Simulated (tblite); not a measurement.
Compound: C₄H₈AlBO₂.
Atom-mapped SMILES: `[BH2:1]/[CH:2]=[CH:3]/[Al:4]1[O:5][CH2:6][CH2:7][O:8]1` (hydrogens: H9, H10 on B1; H11 on C2; H12 on C3; H13, H14 on C6; H15, H16 on C7)

Computed with GFN2-xTB (tblite), gas phase: L-BFGS steps from a force-field or distance-geometry start until the largest atomic force falls under 0.01 eV/Å.

Step 58: E = -628.6145 eV
```
atom  x, y, z in Å  |  force x, y, z in eV/Å
B1      3.8849   -0.2123   -0.6270    0.043   0.009  -0.014
C2      2.3839    0.0452   -0.3706   -0.006  -0.011   0.024
C3      1.5489   -0.8862    0.1274   -0.006   0.008   0.016
Al4    -0.3227   -0.4036    0.4128   -0.010   0.036  -0.008
O5     -1.0265    1.1363    0.2053   -0.057   0.016   0.020
C6     -2.3956    1.1057    0.5077   -0.023  -0.014   0.007
C7     -2.8097   -0.3209    1.0226   -0.007  -0.040   0.022
O8     -1.7305   -1.2137    0.9258    0.025   0.005  -0.013
H9      4.3304   -1.2746   -0.4362    0.008  -0.057   0.015
H10     4.5799    0.6438   -1.0088    0.014   0.057  -0.017
H11     1.9561    1.0223   -0.5834    0.003  -0.035  -0.002
H12     1.9374   -1.8722    0.3679    0.004  -0.009  -0.032
H13    -2.6152    1.8477    1.2827    0.038   0.017  -0.031
H14    -2.9643    1.3587   -0.3935    0.004  -0.020   0.022
H15    -3.6477   -0.7071    0.4350    0.000   0.008  -0.040
H16    -3.1167   -0.2602    2.0704   -0.028   0.029   0.031
```

Step 59: E = -628.6152 eV
```
atom  x, y, z in Å  |  force x, y, z in eV/Å
B1      3.8867   -0.2155   -0.6324    0.026   0.003  -0.005
C2      2.3867    0.0456   -0.3651    0.010   0.011   0.011
C3      1.5491   -0.8828    0.1339    0.022  -0.002   0.005
Al4    -0.3203   -0.3964    0.4212   -0.025   0.007   0.000
O5     -1.0271    1.1408    0.2136   -0.073   0.030   0.020
C6     -2.3986    1.1044    0.5067   -0.014  -0.006   0.000
C7     -2.8104   -0.3235    1.0219    0.001  -0.004   0.006
O8     -1.7278   -1.2126    0.9281    0.013   0.020  -0.011
H9      4.3303   -1.2816   -0.4502   -0.003  -0.023   0.008
H10     4.5810    0.6428   -1.0138    0.002   0.033  -0.009
H11     1.9612    1.0254   -0.5731    0.015  -0.045   0.000
H12     1.9351   -1.8713    0.3678   -0.001  -0.013  -0.024
H13    -2.6265    1.8469    1.2789    0.037   0.015  -0.035
H14    -2.9611    1.3545   -0.3997    0.004  -0.028   0.034
H15    -3.6466   -0.7100    0.4309    0.016   0.001  -0.014
H16    -3.1192   -0.2577    2.0694   -0.029   0.001   0.014
```

Problem. Estimate the geometry and energy of step 60. (The exact step hangs on the optimiser's Hessian estimate; all steps are aligned on step 59, rigid shifts and turns removed.)

Solution. E = -628.6158 eV, largest force 0.042 eV/Å
```
atom  x, y, z in Å  |  force x, y, z in eV/Å
B1      3.8890   -0.2156   -0.6328    0.021   0.013  -0.005
C2      2.3884    0.0425   -0.3652    0.006   0.025   0.003
C3      1.5479   -0.8834    0.1335    0.033  -0.002  -0.005
Al4    -0.3206   -0.3937    0.4216   -0.011  -0.003   0.002
O5     -1.0291    1.1425    0.2161   -0.032   0.026   0.005
C6     -2.3999    1.1038    0.5075   -0.019  -0.004   0.002
C7     -2.8108   -0.3249    1.0229   -0.003   0.029  -0.005
O8     -1.7265   -1.2119    0.9292   -0.008   0.020   0.000
H9      4.3320   -1.2814   -0.4487    0.013  -0.018   0.002
H10     4.5798    0.6471   -1.0144   -0.009  -0.002   0.002
H11     1.9647    1.0222   -0.5742    0.004  -0.022   0.002
H12     1.9318   -1.8729    0.3649   -0.001  -0.026  -0.012
H13    -2.6269    1.8480    1.2778    0.017   0.015  -0.018
H14    -2.9605    1.3534   -0.3995   -0.013  -0.028   0.023
H15    -3.6460   -0.7109    0.4290    0.028  -0.001   0.009
H16    -3.1208   -0.2558    2.0704   -0.025  -0.022  -0.006
```

The energy changes by -0.0006 eV. The first-order estimate −F·Δx gives -0.0010 eV and the mean of the old and new forces, exact on a quadratic surface, -0.0006 eV. The step makes an angle of 55° with the force vector and moves no atom by more than 0.005 Å.

The cost below is that of the whole relaxation. On Arm Neoverse V1, one thread (shared host), this took 0.61 s.
